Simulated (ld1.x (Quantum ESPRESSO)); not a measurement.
# Transferability test, RRKJ potential for S (Z = 16)

* Element: S (Z = 16)
* Generator: ld1.x (Quantum ESPRESSO) 7.5
* Type: norm-conserving RRKJ (Kleinman–Bylander form)
* Functional: PBE
* Relativity: scalar-relativistic
* Frozen core: [Ne]
* Valence charge: 6
* Reference configuration: 3s2 3p2 (charge +2)
* Partial waves: 3p (bound): rc 1.20 bohr; 3s (bound): rc 1.00 bohr
* Local potential: the s channel
* Core correction: Bessel-smoothed model core inside 0.95 bohr

Energies are relative to the spin-unpolarised reference configuration 3s2 3p2; without spin polarisation the order of configurations can differ from experiment.

| valence configuration | charge | ΔE all-electron (eV) | error AE − PS (meV) |
| --- | --- | --- | --- |
| 3s2 3p4 | 0 | -34.053 | +40 |
| 3s2 3p3 | +1 | -22.284 | +15 |
| 3s2 3p1 | +3 | 34.042 | +22 |
| 3s0 3p6 | 0 | -13.313 | +13 |
| 3s1 3p4 | +1 | -11.405 | +8.1 |
| 3s2 3p3.5 | +0.5 | -29.393 | +28 |
| 3s1 3p5 | 0 | -23.742 | +28 |
